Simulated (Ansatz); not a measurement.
A structure relaxed at PBE0-D4/def2-TZVP, charge 0, multiplicity 1:

```xyz
13

C     1.796    0.119   -2.732
C     1.135    0.076   -1.725
Sn    0.001    0.000   -0.001
C     0.997    0.978    1.522
C     1.576    1.548    2.412
C    -0.309   -1.971    0.533
C    -0.491   -3.120    0.844
C    -1.819    0.918   -0.332
C    -2.882    1.453   -0.524
H     2.381    0.156   -3.623
H     2.088    2.053    3.199
H    -0.651   -4.138    1.120
H    -3.822    1.927   -0.694
```

Q: Give its formula and SMILES.

A: C8H4Sn, `C#[C][Sn]([C]#C)([C]#C)[C]#C`.

Q: Point group (tolerance 0.08 Å, 0.16 Å for H)?

A: Td.

Q: Summarise the bond lengths by kind.

A: 4 × C–C 1.205 Å; 4 × C–H 1.066 Å; 4 × C–Sn 2.066 Å.

Program: Ansatz 0.2.0.
